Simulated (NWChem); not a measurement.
Molecule: C4H5F; SMILES C#C[C@H](C)F

All runs: NWChem. Medium grid unless said otherwise, to which SCAN and Minnesota functionals are sensitive. Structure relaxed at the B3LYP/6-31G* (spherical d) level.

**Question.** Among these, which level gives the highest value of “orbital gap (eV)”?
A) PBE/def2-TZVP
B) B3LYP/def2-TZVP
C) r2SCAN/def2-TZVP
D) PBE0/def2-TZVP

**Answer.** D, PBE0/def2-TZVP. Values: PBE/def2-TZVP 6.02; r2SCAN/def2-TZVP 6.55; B3LYP/def2-TZVP 7.86; PBE0/def2-TZVP 8.34
